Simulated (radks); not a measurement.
Species: Cl3+. Configuration: [He] 2s2 2p5 3s2 3p2 4f1 (not the ground configuration).

Method: Dirac Kohn-Sham, exchange-only LDA, spin-unpolarised, spherical densities, finite nucleus; open shells fill j = l - 1/2 first; Fermi nuclear charge, rms radius 3.3654 fm; computed with a radial shooting solver on a logarithmic mesh with Libxc functionals.

Energy parts (Ry):
total: -894.32734
kinetic: 900.33542
electron-nucleus: -2072.83022
Hartree: 323.80318
exchange: -45.63573

Orbitals (lengths in bohr, moments of r in powers of bohr; <r^-3> diverges for s and p1/2; r(90%) holds 90 % of the orbital's charge):
| orbital | occ. | eigenvalue (Ry) | r(90%) | <r^4> | <r^-3> | <r> |
|---|---|---|---|---|---|---|
| 1s1/2 | 2 | -208.6559 | 0.163 | 0.0003220 | - | 0.09116 |
| 2s1/2 | 2 | -24.31246 | 0.679 | 0.08960 | - | 0.4354 |
| 2p1/2 | 2 | -20.17078 | 0.648 | 0.07551 | - | 0.3918 |
| 2p3/2 | 3 | -20.03739 | 0.651 | 0.07694 | 107.9 | 0.3940 |
| 3s1/2 | 2 | -5.15432 | 1.92 | 5.791 | - | 1.300 |
| 3p1/2 | 2 | -4.10948 | 2.07 | 7.702 | - | 1.371 |
| 3p3/2 | 0 | -4.09200 | 2.08 | 7.802 | 14.19 | 1.376 |
| 4f5/2 | 1 | -0.81797 | 6.28 | 637.3 | 0.03431 | 4.245 |
| 4f7/2 | 0 | -0.81793 | 6.28 | 637.5 | 0.03430 | 4.245 |

The highest occupied level is 4f5/2 at -11.129 eV. The configuration is held as typed, so some empty levels lie below it. The density falls to 0.001 e/bohr^3 at r = 4.44 bohr.
